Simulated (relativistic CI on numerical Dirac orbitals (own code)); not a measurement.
## Hyperfine structure of Sb XLV, mass number 123

Calculated at this level of theory: Dirac-Coulomb-Breit CI, KLI orbitals optimised for each configuration, model QED (radiative potential, 1s self-energy scaled to tabulated hydrogen-like ionisation energies), unscaled Slater integrals (own radial code, finite nucleus).

Configuration list (outside the closed core 1s2): 2s2.2p3, 2s.2p4, 2p5, 2p4.3s, 2p4.3p, 2p4.3d, 2s2.2p2.3s, 2s2.2p2.3p, 2s2.2p2.3d, 2s.2p3.3s, 2s.2p3.3p, 2s.2p3.3d, 2s2.2p2.4s, 2s2.2p2.4p, 2s2.2p2.4d, 2s2.2p2.4f. Levels of other configurations are missing.

Nuclear spin I = 7/2, μ = 2.5457 μN, Q = -0.692 b (tables of Stone and Pyykkö). The electronic factors are computed for point nuclear moments, without core polarisation or the Bohr-Weisskopf and QED corrections.

```tsv
Level	E (eV)	A (GHz)	B (GHz)
2s2.2p3 2D°_5/2	266.353	380.3	0.896
2s2.2p3 2P°_1/2	294.798	1165	
2s.2p4 4P_5/2	448.622	877.2	-107
2s.2p4 2S_1/2	512.525	3564	
2s2.2p3 2P°_3/2	542.872	190.4	350
2s.2p4 4P_3/2	715.499	841.4	254
2s.2p4 2D_5/2	746.521	1083	436
2s.2p4 2P_1/2	779.954	-1091
```

Levels with J = 0, under 50 % of one LS term, or S terms without an open s electron are left out. Small factors come from cancelling terms and can be off by tens of per cent or more.

At this charge energies of transitions that change n are usually good to better than 1 %, and those within a shell (Δn = 0) to a few per cent.

Q: Give the hyperfine levels of 2s2.2p3 2P°_1/2 relative to its centre of gravity.

A: With K = F(F + 1) − I(I + 1) − J(J + 1), E = AK/2: F = 3: -2622, F = 4: 2039 GHz.

LS names give the leading component of a level, which can be under half, so a name can repeat, a term be missing and a line seem to break the LS rules.
